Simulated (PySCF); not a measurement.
Tc(O)3(Me) (CH₃O₃Tc), SMILES [CH3][Tc](=[O])(=[O])=[O], multiplicity 1.

Geometry optimised at PBE-D3(BJ)/def2-SVP. The spin state was assumed, not searched. The def2 effective core potentials stand for the cores of Tc; spin–orbit coupling is left out.

All values below come from PBE-D3(BJ)/def2-SVP run with PySCF 2.14.0.

Frequencies are harmonic and unscaled.

Modes within 1.5 cm⁻¹ of each other (mostly degenerate sets) share a row, with their intensities summed.

Computed vibrational spectrum:
```tsv
mode	ν (cm⁻¹)	IR (km/mol)	moving atoms (share of kinetic energy)
1	167	0.0	H 97 %
2–3	205	0.3	O 46 %, C 26 %, H 19 %, Tc 8 %
4	280	12.1	O 73 %, Tc 20 %
5–6	329	3.8	O 90 %, Tc 10 %
7	558	20.2	C 66 %, H 18 %, Tc 15 %
8–9	689	3.4	H 80 %, C 17 %
10	981	24.7	O 95 %
11–12	993	260.8	O 79 %, Tc 20 %
13	1153	0.1	H 80 %, C 19 %
14–15	1345	20.2	H 95 %
16	2974	5.6	H 98 %
17–18	3098	1.0	H 90 %, C 10 %
```
